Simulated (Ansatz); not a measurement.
C3H6Cl (SMILES C[CH]CCl), doublet, at a GFN2-xTB geometry; CAM-B3LYP/6-31G* (Ansatz, an electronic-structure program).

Input for Ansatz:
Ansatz 0.2 input:
```yaml
crystal:
  periodic: [false, false, false]
  atoms:
    - {symbol: C, position_ang: [0.83519170, -0.01173686, -0.93776301]}
    - {symbol: C, position_ang: [2.08474253, -0.17763721, -0.16953693]}
    - {symbol: C, position_ang: [-0.25450716, 0.77739373, -0.46643008]}
    - {symbol: H, position_ang: [0.67704263, -0.66350502, -1.78253322]}
    - {symbol: H, position_ang: [2.08522732, -1.13752773, 0.35804127]}
    - {symbol: Cl, position_ang: [-1.35014793, -0.28336693, 0.71590498]}
    - {symbol: H, position_ang: [2.94854628, -0.18908383, -0.83515052]}
    - {symbol: H, position_ang: [2.20315945, 0.61218429, 0.56844018]}
    - {symbol: H, position_ang: [0.02373643, 1.60046062, 0.18458636]}
    - {symbol: H, position_ang: [-0.97775952, 1.06659151, -1.22138880]}
basis:
  gaussian:
    orbitals: 6-31G*
hamiltonian:
  xc: cam_b3lyp
magnetization: {spin_polarized: true, initial_magnetization: 1}
```

It wrote (shortened):

```
Functional definition: CAM-B3LYP
791 factors; integrals over basis functions are off by at most 5.3e-4 eV
264 factors; integrals over basis functions are off by at most 6.0e-6 eV
mean field evaluation 1: about -15725.4908 eV, gradient 2.2e1 eV
mean field evaluation 2: about -15726.4879 eV, gradient 1.7e1 eV
mean field evaluation 4: about -15727.8622 eV, gradient 8.1e-1 eV
mean field evaluation 8: about -15728.0463 eV, gradient 1.4e-1 eV
mean field evaluation 16: about -15728.0465 eV, gradient 8.6e-4 eV
mean field -15728.04653360 eV, -577.9950492571 hartree, gradient 4.3e-5 eV, S^2 0.758263; 0 other end points of the search recorded, 0 dependent functions left out
reference -15728.04662895 eV, -577.9950527612 hartree; 21, 20 occupied and 55, 56 virtual orbitals, 791 factors
Total energy: -15728.04662895 eV, -577.9950527612 hartree
```
